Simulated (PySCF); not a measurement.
# Mayer bond orders and bond lengths

C4H11NSSi2.
SMILES with atom numbers: `[H]/[N:5]=[CH:4]/[C:3]([S:2][CH3:1])=[CH:6]/[SiH2:7][SiH3:8]` (hydrogens: H9, H10, H11 on C1; H12 on C4; H13 on N5; H14 on C6; H15, H16 on Si7; H17, H18, H19 on Si8)

Structure used (GFN2-xTB), in Å, numbered top down from 1:
```xyz
19
C4H11NSSi2 angstrom
C     -2.1106   -1.5592    0.8926
S     -0.4196   -1.5268    0.2166
C     -0.5531   -0.0157   -0.7316
C     -1.3487   -0.1131   -1.9453
N     -1.6017    0.9141   -2.6328
C      0.0870    1.0861   -0.3310
Si     1.1594    1.1810    1.2107
Si     3.2023    0.1621    0.8266
H     -2.2562   -0.6840    1.5194
H     -2.1961   -2.4665    1.4812
H     -2.8322   -1.5702    0.0809
H     -1.6809   -1.1317   -2.1940
H     -2.1514    0.7492   -3.4722
H     -0.0140    1.9473   -0.9793
H      1.2450    2.6219    1.4966
H      0.3961    0.6023    2.3244
H      4.1039    0.3809    1.9615
H      3.0868   -1.2817    0.6230
H      3.8744    0.7131   -0.3546
```

Bond orders from the PBE0/pcSseg-1 density (PySCF). Geometry: GFN2-xTB, one conformer, isolated molecule.

Where do the orders between heavy atoms depart from those drawn in the SMILES?

The largest departure is 0.180, at C3–C6 (drawn double, 1.820). Drawn single, order below 0.88: C6–Si7 (0.873).

Set the Mayer orders of the bonds between heavy atoms beside their lengths.

| bond | drawn as | length (Å) | Mayer order |
| --- | --- | --- | --- |
| C1–S2 | single | 1.821 | 0.966 |
| S2–C3 | single | 1.789 | 1.091 |
| C3–C4 | single | 1.455 | 0.986 |
| C4–N5 | double | 1.262 | 2.015 |
| C3–C6 | double | 1.336 | 1.820 |
| C6–Si7 | single | 1.880 | 0.873 |
| Si7–Si8 | single | 2.315 | 0.912 |

By pair of heavy elements: C–S: lowest C1–S2 (0.966, 1.821 Å), highest S2–C3 (1.091, 1.789 Å). C–C: lowest C3–C4 (0.986, 1.455 Å), highest C3–C6 (1.820, 1.336 Å).

And the bonds to hydrogen?

C–H: 0.91 to 0.96 (5 bonds); H–N: 0.93 (1 bond); H–Si: 0.93 to 0.94 (5 bonds).

Sum the orders of all bonds at each heavy atom with more than one neighbour and set the sums beside the valence in the SMILES.

C1 3.827 (drawn 4), S2 2.057 (drawn 2), C3 3.897 (drawn 4), C4 3.928 (drawn 4), N5 2.943 (drawn 3), C6 3.603 (drawn 4), Si7 3.648 (drawn 4), Si8 3.704 (drawn 4). Orders between atoms that aren't bonded are not in these sums.

For a closed shell the Mayer order of atoms A and B is Σ (PS)μν (PS)νμ over the basis functions μ on A and ν on B, with P the density and S the overlap matrix.

The run behind these numbers computed NMR shieldings as well. On Arm Neoverse N1, one thread, on a shared host, this took 1.8 min wall (with the writing of density and orbital grids) and 1.0 GiB of memory at its peak.
